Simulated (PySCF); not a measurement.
An unknown shows these calculated signals:

1H NMR (400 MHz, computed): δ 6.69 (m, 1H), 6.44 (m, 1H), 6.42 (m, 1H), 4.94 (d, 2H), 4.68 (q, 2H), 0.34 (t, 3H).

13C{1H} NMR (computed): δ 172.0 (C), 145.8 (CH2), 141.1 (CH), 0.3 (CH3), -9.9 (C).

Computational details: GIAO PBE0/pcSseg-1 shieldings, coordinates at the GFN2-xTB level, in PySCF (one averaged value for each set of equivalent atoms, single conformer, non-relativistic, no solvent).

References, each an isolated molecule treated in the same way: 1H (σ = 31.72 ppm), 13C (σ = 186.93 ppm) against TMS.

Task: Which of these does the molecule contain: a vinyl group CH=CH2, a CH3CH2 unit, a Si–CH3 group, a ketone, an ester, a non-aromatic C=C double bond?

Result: 
- A vinyl group CH=CH2: yes (δC 145.8, 141.1; δH 6.42 (m), 6.69 (m), 6.44 (m)).
- A CH3CH2 unit: no.
- A Si–CH3 group: yes (δC 0.3; δH 0.34 (t)).
- A ketone: no.
- An ester: no.
- A non-aromatic C=C double bond: yes.

The data belong to SMILES C=C[SiH2]C(=C=O)[SiH2]C, C5H10OSi2; they needn't prove each group on their own.

Carbon signals by region: 1 in the far downfield region (above 160 ppm), 2 in the sp2 and nitrile region (100–160 ppm), 2 below 50 ppm. Above 160 ppm: 172.0, central carbon of a ketene.

Shifts are as computed. Against solution values, carbons near 30 ppm lie about +3 ppm off and those near 130 ppm about +5 ppm. Of 1309 compounds with measured shifts, 239 miss one by over three times the rms of a fit or turn the order of signals round; such compounds aren't used in these exercises. Multiplicities follow the n + 1 count of equivalent neighbours, as no J values were calculated; m marks all less simple cases, F and P coupling included.
